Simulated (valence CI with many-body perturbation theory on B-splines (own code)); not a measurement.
The numbers below are computed, except where a source is named.
## A CI+MBPT run for Au³⁰⁺

The program does CI of the valence electrons with many-body perturbation theory for a frozen closed Dirac-Fock core.

Command, and the settings that its task file holds:

```sh
python run_cv.py task.json out
```

```
atom Au  Z=79  mass_number=197  rms_radius_fm=5.4371
core [Kr] 4d10
valence 5f3
avg = 1
basis = S
breit = 1
cap = 10000
capref = 1200
cscale = 1
de = 0.0
dress = 0
eps = 2e-08
h = 0.27
hh = 1
l2 = 3
lcore = 6
maxit = 60
n2 = 5
natural = 1
nlev = 21
nno = [2, 2, 3, 3, 2]
nroot = 26
nsp = [3, 3, 2, 2, 0]
pt2 = 1
qed = 1
rpa = 1
s1 = 1
s2 = 1
s3 = 1
screen = 1
tol = 2e-05
```

Question: What became of the run, and why?

Answer: It gave no result: the start configuration must fill the lowest shells above the core. The program said: "5f is not the lowest shell of its kind above the core".
